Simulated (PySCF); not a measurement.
**Diatomics of Rb with the fifth-period p block**

MP2 with double-zeta basis sets in PySCF, for the lowest determinant that a PBE0 search found; no spin–orbit coupling. De refers to high-spin ground-configuration atoms.

| M | basis | reference, frozen orbitals | state (unpaired electrons) | Re (Å) | ωe (cm⁻¹) | De (eV) |
| --- | --- | --- | --- | --- | --- | --- |
| Sb | def2-SVP | UHF, 4 | triplet (π ↑↑) | 3.533 | 100 | 0.59 |
| Te | def2-SVP | UHF, 4 | doublet (π ↑) | 3.366 | 126 | 1.81 |
| I | def2-SVP | RHF, 4 | singlet (closed shell) | 3.256 | 137 | 3.16 |

The shortest bond is that of RbI (3.256 Å), the longest that of RbSb (3.533 Å). RbI is bound most strongly (3.16 eV) and RbSb least (0.59 eV).

The state changes along the series, so neighbouring rows are not always alike in their bonding.

Correlated steps freeze 4 core orbitals. Correlated levels converge slowly with the basis: in double zeta they bind strong bonds too weakly, by up to about 1 eV, and carry superposition errors of some tenths. Spin–orbit coupling is left out, which matters for elements this heavy, above all for dissociation energies. Where the molecule has an RHF reference, its open-shell atoms are computed with UHF. States were picked by a PBE0 search and need not be the measured ground states.
